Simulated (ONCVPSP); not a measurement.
Plane-wave convergence, ONCV potential for I

| Item | Value |
| --- | --- |
| Element | iodine |
| Generator | ONCVPSP 4.0.1 |
| Type | optimised norm-conserving Vanderbilt (ONCV) |
| Functional | PBEsol |
| Relativity | scalar-relativistic |
| Frozen core | [Kr] 4d10 |
| Valence charge | 7 |
| Reference configuration | 5s1.75 5p5.25 |
| Partial waves | 5s: rc 1.50 bohr, ncon 4, nbas 9, qcut 5 1/bohr, 2 projectors, debl 1.4 Ha; 5p: rc 1.60 bohr, ncon 4, nbas 9, qcut 5.6 1/bohr, 3 projectors, debl 0.6 Ha; d scattering state at 0.19 Ha: rc 1.75 bohr, ncon 4, nbas 7, qcut 4.7 1/bohr, 2 projectors, debl 3.3 Ha |
| Local potential | polynomial inside 1.35 bohr (lpopt 1, dvloc0 3 Ha) |
| Core correction | polynomial model core, fcfact 0.55 |

Question: For each optimised wave give the share of its norm inside rc, the residual kinetic energy above qcut (Ha) and the cutoffs (Ha) for errors of 10, 1, 0.1 and 0.01 mHa per electron.

Answer:

```
         wave  norm inside rc  residual KE  10 mHa  1 mHa  0.1 mHa  0.01 mHa
           5s           0.246      1.2e-03     6.2   19.9    100.0     132.5
s projector 2           0.120      1.3e-04     7.5   10.0     17.5     131.7
           5p           0.151      1.1e-03     3.3   16.7     99.5     127.8
p projector 2           0.065      3.1e-04     4.8    9.5     91.2     139.4
p projector 3           0.061      6.7e-04     7.8   14.1    117.8     173.8
d projector 1           0.050      2.5e-02    23.9   52.7     64.9     101.3
d projector 2           0.131      2.8e-01    61.9   76.2     98.7     138.6
```

The occupied waves need 20 Ha and 100 Ha for 1 and 0.1 mHa. The cutoffs count occupied waves only; projector 2 of the d channel, the hardest unoccupied one, needs 76 Ha at the loose tolerance. Note: ghosts flagged at negative energy: s at -669.6 eV, p at -129.0 eV, d at -25.9 eV; GHOST(+) flagged for p at 175.7 eV. A true bound ghost makes a file unfit for plane-wave use. 1 of 4 tests not solved or not reliable.
